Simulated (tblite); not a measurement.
C5H3BF3O4 (charge -1).
Atom-mapped SMILES: `[CH2:1]=[CH:2][B-:3]1([C:4]([F:5])([F:6])[F:7])[O:8][C:9](=[O:10])[C:11](=[O:12])[O:13]1` (hydrogens: H14, H15 on C1; H16 on C2)
Bond orders are those of one Lewis drawing.

Computed with GFN2-xTB (tblite), gas phase: L-BFGS steps from a force-field or distance-geometry start until the largest atomic force falls under 0.01 eV/Å.

Step 27: E = -1204.4752 eV
```
atom  x, y, z in Å  |  force x, y, z in eV/Å
C1      1.1199   -2.0435    0.7576   -0.004  -0.002  -0.010
C2      0.2681   -1.5564   -0.1294   -0.010   0.015  -0.002
B3     -0.2599   -0.0407   -0.1635    0.075   0.029   0.009
C4     -1.9143    0.0279   -0.3712   -0.015   0.003   0.003
F5     -2.5605   -1.1539   -0.1581   -0.003  -0.032   0.012
F6     -2.5422    0.8997    0.4553   -0.037   0.032  -0.017
F7     -2.3062    0.3932   -1.6183   -0.014  -0.010  -0.003
O8      0.0962    0.7449    1.0590    0.037  -0.012  -0.020
C9      0.8413    1.7727    0.7450    0.008   0.008   0.000
O10     1.3090    2.5678    1.5265    0.004   0.011  -0.010
C11     1.0259    1.7787   -0.7896   -0.006  -0.031   0.005
O12     1.6563    2.5824   -1.4367   -0.005   0.000   0.043
O13     0.3845    0.7476   -1.2743   -0.021  -0.008  -0.006
H14     1.4594   -3.0699    0.7464    0.002  -0.010  -0.015
H15     1.5156   -1.4276    1.5494   -0.027   0.011  -0.003
H16    -0.1009   -2.2140   -0.9096    0.016  -0.004   0.014
```

Step 28: E = -1204.4756 eV
```
atom  x, y, z in Å  |  force x, y, z in eV/Å
C1      1.1182   -2.0444    0.7579    0.007   0.002  -0.018
C2      0.2664   -1.5559   -0.1284    0.010   0.012   0.005
B3     -0.2590   -0.0393   -0.1610    0.026   0.013  -0.007
C4     -1.9151    0.0280   -0.3715   -0.005  -0.003   0.016
F5     -2.5597   -1.1549   -0.1560    0.003  -0.014   0.001
F6     -2.5463    0.9001    0.4528   -0.028   0.028  -0.030
F7     -2.3046    0.3901   -1.6205   -0.015  -0.017   0.016
O8      0.0970    0.7462    1.0603    0.038  -0.010  -0.011
C9      0.8433    1.7730    0.7452    0.005   0.008   0.001
O10     1.3120    2.5691    1.5249    0.004   0.009   0.001
C11     1.0264    1.7779   -0.7886   -0.013  -0.025  -0.008
O12     1.6547    2.5823   -1.4366    0.013   0.013   0.032
O13     0.3840    0.7475   -1.2732   -0.018  -0.015   0.002
H14     1.4620   -3.0694    0.7433   -0.010  -0.014  -0.014
H15     1.5142   -1.4301    1.5510   -0.034   0.013  -0.005
H16    -0.1012   -2.2114   -0.9112    0.017  -0.001   0.020
```

Step 29: E = -1204.4759 eV
```
atom  x, y, z in Å  |  force x, y, z in eV/Å
C1      1.1174   -2.0451    0.7579    0.014   0.005  -0.018
C2      0.2654   -1.5553   -0.1277    0.023   0.006   0.005
B3     -0.2579   -0.0382   -0.1594   -0.021  -0.006  -0.014
C4     -1.9158    0.0281   -0.3713    0.002  -0.005   0.022
F5     -2.5592   -1.1559   -0.1546    0.009   0.002  -0.002
F6     -2.5497    0.9011    0.4504   -0.019   0.019  -0.034
F7     -2.3039    0.3877   -1.6217   -0.013  -0.022   0.025
O8      0.0983    0.7470    1.0611    0.034  -0.010   0.003
C9      0.8447    1.7735    0.7454    0.004   0.003   0.000
O10     1.3142    2.5701    1.5240    0.003   0.009   0.005
C11     1.0265    1.7771   -0.7882   -0.013  -0.009  -0.011
O12     1.6538    2.5823   -1.4359    0.022   0.017   0.018
O13     0.3833    0.7471   -1.2724   -0.008  -0.011   0.003
H14     1.4636   -3.0694    0.7409   -0.018  -0.011  -0.013
H15     1.5127   -1.4317    1.5520   -0.033   0.012  -0.004
H16    -0.1011   -2.2096   -0.9118    0.014  -0.001   0.017
```

Step 30: E = -1204.4762 eV
```
atom  x, y, z in Å  |  force x, y, z in eV/Å
C1      1.1171   -2.0458    0.7576    0.018   0.006  -0.012
C2      0.2651   -1.5544   -0.1269    0.026   0.001   0.000
B3     -0.2572   -0.0371   -0.1580   -0.053  -0.019  -0.011
C4     -1.9166    0.0280   -0.3709    0.006  -0.004   0.019
F5     -2.5587   -1.1567   -0.1532    0.013   0.013   0.001
F6     -2.5535    0.9024    0.4475   -0.009   0.010  -0.030
F7     -2.3035    0.3849   -1.6224   -0.007  -0.025   0.023
O8      0.1001    0.7476    1.0618    0.024  -0.011   0.016
C9      0.8462    1.7741    0.7455    0.004  -0.003  -0.002
O10     1.3164    2.5711    1.5232    0.001   0.006   0.003
C11     1.0264    1.7763   -0.7880   -0.008   0.011  -0.008
O12     1.6532    2.5825   -1.4349    0.023   0.013   0.002
O13     0.3824    0.7468   -1.2718    0.003   0.001   0.000
H14     1.4647   -3.0697    0.7383   -0.022  -0.005  -0.010
H15     1.5108   -1.4331    1.5530   -0.026   0.009  -0.001
H16    -0.1005   -2.2078   -0.9119    0.010  -0.002   0.009
```

Problem. Estimate the geometry and energy of step 31. (The exact step hangs on the optimiser's Hessian estimate; all steps are aligned on step 30, rigid shifts and turns removed.)

Solution. E = -1204.4765 eV, largest force 0.060 eV/Å
```
atom  x, y, z in Å  |  force x, y, z in eV/Å
C1      1.1171   -2.0464    0.7571    0.017   0.007  -0.005
C2      0.2651   -1.5535   -0.1263    0.019  -0.003  -0.009
B3     -0.2573   -0.0364   -0.1568   -0.056  -0.022  -0.001
C4     -1.9173    0.0280   -0.3701    0.005  -0.002   0.011
F5     -2.5580   -1.1574   -0.1518    0.011   0.015   0.011
F6     -2.5577    0.9040    0.4438    0.000   0.003  -0.017
F7     -2.3034    0.3817   -1.6227   -0.001  -0.025   0.011
O8      0.1025    0.7479    1.0628    0.009  -0.013   0.021
C9      0.8478    1.7746    0.7455    0.001  -0.008  -0.002
O10     1.3187    2.5723    1.5223   -0.002   0.000   0.000
C11     1.0262    1.7758   -0.7880    0.000   0.028  -0.001
O12     1.6532    2.5829   -1.4337    0.019   0.002  -0.011
O13     0.3814    0.7465   -1.2712    0.012   0.015  -0.004
H14     1.4653   -3.0702    0.7356   -0.023   0.001  -0.007
H15     1.5085   -1.4344    1.5540   -0.016   0.007   0.004
H16    -0.0996   -2.2062   -0.9119    0.005  -0.005  -0.002
```

The energy changes by -0.0003 eV. The first-order estimate −F·Δx gives -0.0004 eV and the mean of the old and new forces, exact on a quadratic surface, -0.0003 eV. The step makes an angle of 68° with the force vector and moves no atom by more than 0.006 Å.
